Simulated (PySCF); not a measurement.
Gas-phase reaction: 2 BrCl = Br₂ + Cl₂, at 600 K and a standard pressure of 1 bar. Level: ωB97X-V/def2-TZVP†.

Computed with PySCF and rigid-rotor harmonic-oscillator thermochemistry at 1 bar. † marks an energy on the PBE0/def2-TZVP geometry and frequencies. All species are closed-shell singlets. Br: all electrons, no relativistic terms. The harmonic model lacks anharmonicity and excited electronic states, which grow with temperature; levels with a mode under 35 cm⁻¹ are left out.

| species | E (Ha) | H(600 K) − E (kJ/mol) | S°(600 K) (J/mol/K) |
|---|---|---|---|
| BrCl | -3034.03977 | 22.9 | 264.8 |
| Br₂ | -5147.82728 | 22.7 | 270.6 |
| Cl₂ | -920.25160 | 23.2 | 247.3 |
E: electronic energy; H − E holds the zero-point and thermal terms. 1 Ha = 2625.5 kJ/mol.

Question: Work out ΔH°, ΔS°, ΔG° and log10 K from these numbers.

Answer: 1. ΔE = 1×(-5147.82728) + 1×(-920.25160) − 2×(-3034.03977) = 0.00066 Ha = 1.7 kJ.
2. Δ(H − E) = 1×(22.7) + 1×(23.2) − 2×(22.9) = 0.1 kJ, so ΔH° = 1.8 kJ.
3. ΔS° = 1×(270.6) + 1×(247.3) − 2×(264.8) = -11.7 J/K; the number of gas molecules stays the same.
4. ΔG° = ΔH° − TΔS° = 1.8 − 600×(-11.7)/1000 = 8.8 kJ.
5. log10 K = −ΔG°/(RT ln 10) = -0.77, with RT ln 10 = 11.49 kJ/mol; at standard pressures the reactants are favoured.
6. A shift of 10 kJ in ΔE would move log10 K by 0.87 here.
For scale, ΔH°(298 K) is 2 kJ at this level, 2 kJ at ωB97M-V/def2-TZVP†, and runs from 0 to 9 kJ over the 20 levels computed.
